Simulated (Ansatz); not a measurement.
H3AlBO, SMILES `O[B-][AlH2]` (excited triplet) (charge -1, multiplicity 3). This triplet is an excited state, 0.48 eV above the relaxed singlet at the level frozen-core CCSD(T)/aug-cc-pVTZ // B3LYP-D3(BJ)/def2-TZVPD (Ansatz, a quantum-chemistry and plane-wave program).

Z-matrix (Å, degrees):
```
Al
H 1 1.6114
H 1 1.6343 2 113.27
B 1 2.0602 2 121.80 3 179.76
O 4 1.3813 1 138.18 2 -179.84
H 5 0.9695 4 113.13 1 0.16
```
Charge -1, spin multiplicity 3.

Problem. Give the natural occupations of the active orbitals, the CASSCF energy and the corrected energy for frozen-core fic-MRCISD+Q@CASSCF(6e,6o)/aug-cc-pVTZ // B3LYP-D3(BJ)/def2-TZVPD (Ansatz).

Solution. 
| Item | Value |
|---|---|
| natural occupations | 1.98, 1.98, 1.00, 1.00, 0.02, 0.02 |
| CASSCF energy | -343.2730 Ha |
| corrected energy | -343.6826 Ha |
| weight of the reference | 0.889 |
